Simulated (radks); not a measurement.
Ag3+, 44 electrons, occupied as [Ar] 3d10 4s1 4p6 4d9 (not the ground configuration). Method: scalar-relativistic Kohn-Sham, PBE, spin-polarised, spherical densities, finite nucleus; open shells are filled with parallel spins first (spin-orbit coupling, left out, can overturn this in heavy ions); Fermi nuclear charge, rms radius 4.5454 fm; computed with a radial shooting solver on a logarithmic mesh with Libxc functionals.

Normalised radial functions P(r) = r R(r), r in bohr:

```
   r/bohr * 4p up (the largest magnitude, 1.16, reaches the edge; | marks zero)
 0.004557                             *
 0.005934                             *
 0.007726                             |*
  0.01006                             |*
    0.013                             | *
  0.01692                             | *
  0.02204                             |   *
  0.02869                             |    *
  0.03736                             |      *
  0.04865                             |        *
  0.06335                             |         *
  0.08249                             |        *
   0.1074                             |     *
   0.1387                             *
   0.1807                     *       |
   0.2352               *             |
   0.3063               *             |
   0.3989                        *    |
   0.5194                             |        *
   0.6763                             |                     *
   0.8806                             |                          *
    1.147                             |                     *
    1.481                             |            *
    1.929                             |     *
    2.511                             | *
     3.27                             *
    4.258                             *
```

4p up: eigenvalue -99.581 eV, 2 radial nodes at r = 0.139, 0.443 bohr, <r> = 0.979 bohr, 90 % of the charge inside 1.44 bohr.
